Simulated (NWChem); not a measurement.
# CH4F3NSi; SMILES N[SiH2]C(F)(F)F

```xyz
10

N     -0.6072     2.2305    -0.0759
Si     0.6321     1.0447    -0.1361
C      0.0043    -0.7759     0.0816
F     -0.8751    -1.1224    -0.8753
F      1.0150    -1.6592     0.0263
F     -0.6138    -0.9574     1.2623
H     -1.0419     2.4833     0.8040
H     -1.2447     2.3550    -0.8537
H      1.2861     1.0709    -1.4728
H      1.5884     1.2611     0.9836
```
Atoms are numbered in this order, from 1.

Level: PBE0/def2-SVP (NWChem), optimised geometry, unscaled harmonic frequencies. 

List the harmonic frequencies with IR intensities, and the thermochemistry.


| frequency (cm⁻¹) | IR intensity (km/mol) |
|---|---|
| 66 | 0.5 |
| 125 | 6.5 |
| 191 | 11.4 |
| 243 | 6.2 |
| 290 | 6.4 |
| 367 | 143.1 |
| 422 | 121.3 |
| 493 | 17.4 |
| 536 | 3.3 |
| 561 | 12.9 |
| 741 | 16.9 |
| 750 | 4.3 |
| 861 | 5.9 |
| 891 | 211.1 |
| 901 | 35.8 |
| 923 | 152.1 |
| 1177 | 213.0 |
| 1181 | 228.3 |
| 1265 | 128.0 |
| 1544 | 48.1 |
| 2264 | 66.6 |
| 2276 | 115.7 |
| 3621 | 47.3 |
| 3721 | 52.2 |

```yaml
zero_point_energy: 36.3 kcal/mol
thermal correction to the enthalpy at 298.15 K (with zero-point energy): 41.6 kcal/mol
heat capacity Cv: 25.9 cal/(mol K)
entropy at 298.15 K and 1 atm (symmetry number 1): 85.3 cal/(mol K)
dipole_moment: 2.56 D
```

Rigid rotor and harmonic oscillator; modes under 100 cm⁻¹ make the entropy uncertain.
